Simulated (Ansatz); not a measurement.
Species: AgF, charge 0, multiplicity 3. The spin state was set by rule; other spins were not relaxed. 
Structure (B3LYP-D3(BJ)/def2-TZVP (Ansatz, an electronic-structure program) minimum search):
```
Ag
F 1 2.0136
```
Charge 0, spin multiplicity 3.

Total electronic energies in hartree. Correlated levels leave the core frozen unless marked. Open shells are spin-unrestricted. No spin-orbit coupling. The frozen core is the preceding noble-gas configuration, with the filled d and f shells of earlier blocks. In def2 rows, elements after Kr have scalar-relativistic effective core potentials. STO-3G rows are all-electron and non-relativistic. 

The Hartree-Fock reference is unstable (checked in the largest basis), which strains HF and MP2. 

```tsv
level	program	energy (Eh)
revPBE-D4/def2-TZVPD	Ansatz + dftd4	___
B3LYP-D4/def2-TZVPD	Ansatz + dftd4	___
PBE0/def2-TZVP	Ansatz	-246.66177
PBE0/def2-TZVPD	Ansatz	___
BHLYP-D3(BJ)/def2-TZVPD	Ansatz + dftd3	-246.62675
MP2/STO-3G	Ansatz	-5244.60243
MP2/def2-SVP	Ansatz	-245.72255
SCS-MP2/def2-SVPD	Ansatz	-245.72436
```

**Question.** Fill in the missing entries.

**Answer.** 
- revPBE-D4/def2-TZVPD, energy (Eh): -246.80380
- B3LYP-D4/def2-TZVPD, energy (Eh): -246.82434
- PBE0/def2-TZVPD, energy (Eh): -246.66367
